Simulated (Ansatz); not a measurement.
A geometry relaxed with PBE0-D3(BJ)/def2-SVP in Ansatz (a program for electronic structure), charge 0, multiplicity 1:

```xyz
21

C      0.3872     2.1363     0.2976
H     -3.7268     1.0604     0.0804
H      4.1984    -0.0259    -0.9419
C     -0.8682    -0.7356    -0.1267
H      3.2614    -2.2386    -0.5120
H     -1.6986    -2.7699    -0.4282
H      3.9457    -0.8056     1.3272
Si     3.3200    -0.8248    -0.0326
C     -1.5617     0.5724     0.0473
C      1.4928     1.2932     0.1985
C     -1.8729    -1.7043    -0.2806
C     -3.1214    -1.0654    -0.2100
C     -0.9717     1.8151     0.2316
C      0.5018    -0.9830    -0.1365
C      1.5817    -0.0984     0.0069
H     -4.0873    -1.5658    -0.2968
C     -2.9416     0.3105    -0.0121
H      0.6163     3.1953     0.4474
H     -1.6675     2.6546     0.3386
H      0.7601    -2.0390    -0.2824
H      2.4525     1.8182     0.2844
```

Problem. Write the SMILES of this molecule.

Solution. `[SiH3]c1cccc2cccc-2c1`
